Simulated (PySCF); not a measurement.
## Orbital picture of CaSi

PBE0 at R = 3.070 Å; basis Ca 3-21G, Si 3-21G; no relativity; PySCF 2.14. State: ³Π (triplet), unpaired electrons σ ↑, π ↑, a second solution, started from another occupation. Only the outer orbitals are listed, counted within each symmetry.

```json
{"spin": "α", "orbital": "7σ", "occ.": "1", "ε (eV)": "-51.30", "on Ca (%)": "100", "main shells (%)": "100 Ca s"}
{"spin": "α", "orbital": "3π", "occ.": "1", "ε (eV)": "-31.07", "on Ca (%)": "100", "main shells (%)": "100 Ca p"}
{"spin": "α", "orbital": "3π", "occ.": "1", "ε (eV)": "-31.05", "on Ca (%)": "100", "main shells (%)": "100 Ca p"}
{"spin": "α", "orbital": "8σ", "occ.": "1", "ε (eV)": "-30.99", "on Ca (%)": "100", "main shells (%)": "100 Ca p"}
{"spin": "α", "orbital": "9σ", "occ.": "1", "ε (eV)": "-12.29", "on Ca (%)": "0", "main shells (%)": "98 Si s"}
{"spin": "α", "orbital": "10σ", "occ.": "1", "ε (eV)": "-5.73", "on Ca (%)": "36", "main shells (%)": "61 Si p, 35 Ca s"}
{"spin": "α", "orbital": "4π", "occ.": "1", "ε (eV)": "-5.27", "on Ca (%)": "5", "main shells (%)": "95 Si p"}
{"spin": "α", "orbital": "11σ", "occ.": "1", "ε (eV)": "-4.00", "on Ca (%)": "76", "main shells (%)": "54 Ca s, 24 Si p, 22 Ca p"}
{"spin": "α", "orbital": "4π", "occ.": "0", "ε (eV)": "-3.32", "on Ca (%)": "11", "main shells (%)": "89 Si p, 11 Ca p"}
{"spin": "α", "orbital": "5π", "occ.": "0", "ε (eV)": "-1.07", "on Ca (%)": "96", "main shells (%)": "96 Ca p"}
{"spin": "α", "orbital": "5π", "occ.": "0", "ε (eV)": "-1.02", "on Ca (%)": "89", "main shells (%)": "89 Ca p, 11 Si p"}
{"spin": "β", "orbital": "7σ", "occ.": "1", "ε (eV)": "-51.25", "on Ca (%)": "100", "main shells (%)": "100 Ca s"}
{"spin": "β", "orbital": "3π", "occ.": "1", "ε (eV)": "-31.04", "on Ca (%)": "100", "main shells (%)": "100 Ca p"}
{"spin": "β", "orbital": "3π", "occ.": "1", "ε (eV)": "-31.01", "on Ca (%)": "100", "main shells (%)": "100 Ca p"}
{"spin": "β", "orbital": "8σ", "occ.": "1", "ε (eV)": "-30.92", "on Ca (%)": "100", "main shells (%)": "100 Ca p"}
{"spin": "β", "orbital": "9σ", "occ.": "1", "ε (eV)": "-10.95", "on Ca (%)": "3", "main shells (%)": "96 Si s"}
{"spin": "β", "orbital": "10σ", "occ.": "1", "ε (eV)": "-4.84", "on Ca (%)": "54", "main shells (%)": "51 Ca s, 41 Si p"}
{"spin": "β", "orbital": "4π", "occ.": "0", "ε (eV)": "-2.81", "on Ca (%)": "14", "main shells (%)": "86 Si p, 14 Ca p"}
{"spin": "β", "orbital": "4π", "occ.": "0", "ε (eV)": "-2.07", "on Ca (%)": "27", "main shells (%)": "73 Si p, 27 Ca p"}
{"spin": "β", "orbital": "11σ", "occ.": "0", "ε (eV)": "-2.00", "on Ca (%)": "66", "main shells (%)": "50 Ca s, 35 Si p, 16 Ca p"}
```

Which are the highest filled and the lowest empty level, where do they sit, and how wide is the gap?

Highest filled α 11σ at -4.00 eV (in %: 54 Ca s, 24 Si p, 22 Ca p); lowest empty α 4π at -3.32 eV (in %: 89 Si p, 11 Ca p); the gap at PBE0 is 0.68 eV.

```json
{
  "bond order (Mayer)": "0.79",
  "⟨S²⟩": "2.015",
  "charge on Ca (Mulliken, basis-dependent)": "0.26",
  "charge on Ca (Löwdin, basis-dependent)": "0.11",
  "dipole moment (positive dipole means Ca(−)Si(+))": "-1.85 D"
}
```

3-21G is very small, so such numbers show the basis as much as the molecule.
